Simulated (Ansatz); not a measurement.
A structure relaxed at PBE0-D4/def2-TZVP, charge 0, multiplicity 1:

```xyz
9

N    -0.7033    0.4268    1.3293
C    -0.6220    0.4457   -0.0167
O    -1.4020    1.0447   -0.7375
Si    0.7648   -0.4942   -0.9180
F     1.7136   -1.2343    0.1485
H    -1.4457    0.9312    1.7897
H    -0.0366   -0.0818    1.8828
H     0.1537   -1.5143   -1.7964
H     1.5775    0.4763   -1.6817
```

(1) Give its formula and SMILES.

(2) Point group (tolerance 0.08 Å, 0.16 Å for H)?

(3) Summarise the bond lengths by kind.

Answers

(1) CH4FNOSi, `NC(=O)[SiH2]F`.

(2) Cs.

(3) 1 × C–N 1.349 Å; 2 × H–N 1.005 to 1.009 Å; 1 × C–O 1.219 Å; 1 × C–Si 1.902 Å; 1 × F–Si 1.608 Å; 2 × H–Si 1.478 Å.

Computed with Ansatz.
